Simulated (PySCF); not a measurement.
# Electronic structure of Co⁺ (cobalt, charge +1) at the BP86 level

Configuration: [Ar] 3d8, high-spin 3F determinant. Calculation: PySCF 2.14, in def2-TZVP (6s4p4d1f, 45 functions); no relativity, point nucleus.

| Item | Value |
| --- | --- |
| Total energy | -1382.643 hartree |
| One-electron energy | -1909.373 hartree |
| Hartree (Coulomb) energy | 586.155 hartree |
| Exchange-correlation energy | -59.426 hartree |
| Kinetic energy | 1380.12771 hartree |
| ⟨S²⟩ | 2.0015 |
| ⟨L²⟩ | 12.015 |
| Sum of ⟨r⟩ | 17.57 bohr |
| Sum of ⟨r²⟩ | 20.84 bohr² |
| Density at the nucleus (Gaussians lack the cusp) | 13000 bohr⁻³ |
| Spin density at the nucleus | 0.0820 bohr⁻³ |
| Langevin diamagnetic susceptibility | -16.5 ×10⁻⁶ cm³/mol |
| Time after the integrals | 0.8 s of wall time on 1 thread of Neoverse-V2 (shared host) |

```tsv
shell	electrons	mean orbital energy (hartree)	spread (hartree)	rms radius, mean of both spins (bohr)
1s α	1	-276.46013	0	0.0658
1s β	1	-276.45978	0	0.0658
2s α	1	-32.58157	0	0.281
2s β	1	-32.54550	0	0.281
2p α	3	-28.30565	0	0.250
2p β	3	-28.27857	0	0.250
3s α	1	-3.81641	0	0.846
3s β	1	-3.73721	0	0.846
3p α	3	-2.54351	0	0.900
3p β	3	-2.46550	0	0.900
3d α	5	-0.48440	0.03803	1.32
3d β	3	-0.43453	0	1.32
```
